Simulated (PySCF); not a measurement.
C5H9F, SMILES C=C(C)[C@H](C)F.

Coordinates come from a ωB97X-D3(BJ)/def2-SVP optimisation. One conformer was computed; it need not be the lowest.

Two levels are set side by side: PBE/def2-TZVP (PySCF) and HF/def2-TZVP (PySCF). Same geometry, gas phase. Differences are taken from unrounded values.

| quantity | HF | PBE | PBE minus HF |
|---|---|---|---|
| orbital gap (eV) | 13.29 | 5.41 | -7.89 |
| highest occupied level (eV) | -9.70 | -6.15 | 3.55 |
| lowest empty level (eV) | 3.59 | -0.74 | -4.34 |
| dipole moment (D) | 2.20 | 1.93 | -0.27 |
| mean polarisability (bohr³) | 59.6 | 64.2 | 4.6 |

Without exact exchange PBE keeps part of each electron's self-repulsion, which lifts occupied levels and narrows the gap. Loosely held outer electrons make PBE densities more polarisable. Differences between two approximate levels are no errors against the true value.

Rough cost on one machine, each run with all the roots and properties that it gave: HF against PBE about 1/3.
